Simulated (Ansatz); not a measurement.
The cluster Zn2Se2⁻ (the lowest doublet isomer of a short search) was relaxed with PBE-D4 (def2-SVPD) in Ansatz in these states: charge -1 doublet, charge -1 quartet. The geometries follow in no particular order.

A:

```xyz
4

Zn   -1.066   -1.222   -0.250
Zn    1.400    0.577    0.633
Se    0.669   -0.109   -1.645
Se   -1.002    0.754    1.262
```

B:

```xyz
4

Zn    0.9559    0.4176   -0.8479
Zn   -0.9556   -0.4177    0.8479
Se   -1.0229    1.6735   -0.3292
Se    1.0226   -1.6734    0.3292
```

Task: Judge from the bond lengths which geometry belongs to which state (an estimate).

Result: A is the charge -1 quartet (Zn1–Zn2 3.177 Å, Zn2–Se4 2.489 Å, Zn1–Se4 2.489 Å); B is the charge -1 doublet (Zn1–Zn2 2.688 Å, Zn2–Se4 2.400 Å, Zn1–Se4 2.400 Å).

At PBE-D4/def2-SVPD the highest occupied level of the charge -1 quartet lies above zero (up to 0.28 eV). It is a level of α spin, whose loss leaves a triplet; that state wasn't run at this geometry and level. The electron is either unbound and held by the finite basis, or the level is raised by self-interaction error. At PBE-D4/def2-SVPD the highest occupied level of the charge -1 doublet lies above zero (up to 0.07 eV). By energy differences its removal costs 1.99 eV (vertical, to the charge 0 singlet, at PBE0-D4/def2-TZVPD). At PBE0-D4/def2-TZVPD a doublet lies 1.71 eV below the charge -1 quartet. These are the stationary points nearest to one start from a short search; other shapes may lie lower in each state.
